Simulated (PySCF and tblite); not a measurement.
Results of a calculation; reference values are marked as such.
System: C8H7Cl, numbered as in [Cl:1][C:2]1=[CH:3]/[CH:4]=[CH:5]\[CH:6]=[CH:7]/[CH:8]=[CH:9]\1.

For the inversion of the 8-membered ring (2–3–4–5–6–7–8–9): electronic barrier 13.46 kcal/mol, zero-point change 0.81 kcal/mol, thermal and entropy terms at 400 K a further 0.65 kcal/mol (symmetry numbers apart). The minimum is C1, the saddle C2v. Geometries: GFN2-xTB; energies: PBE0/pcSseg-1 + D3(BJ), IEF-PCM dichloromethane; zero-point and thermal terms from GFN2-xTB harmonic modes (soft modes blended into free rotors). Rates follow Eyring's equation with the number of equivalent paths and no tunnelling. Run with tblite and PySCF.

Problem. How many equivalent paths lead out of the minimum?

Solution. 1: the symmetry number of the minimum is 1, that of the saddle displaced along its mode 1.

Problem. Work out the rate at 400 K.

Solution. ΔG‡ = 14.92 kcal/mol; k_B T/h = 8.3×10¹² s⁻¹; exp(−ΔG‡/RT) = 7.1×10⁻⁹; times 1 gives k = 5.9×10⁴ s⁻¹. Wigner's tunnelling factor for the 122i cm⁻¹ mode would be 1.01.
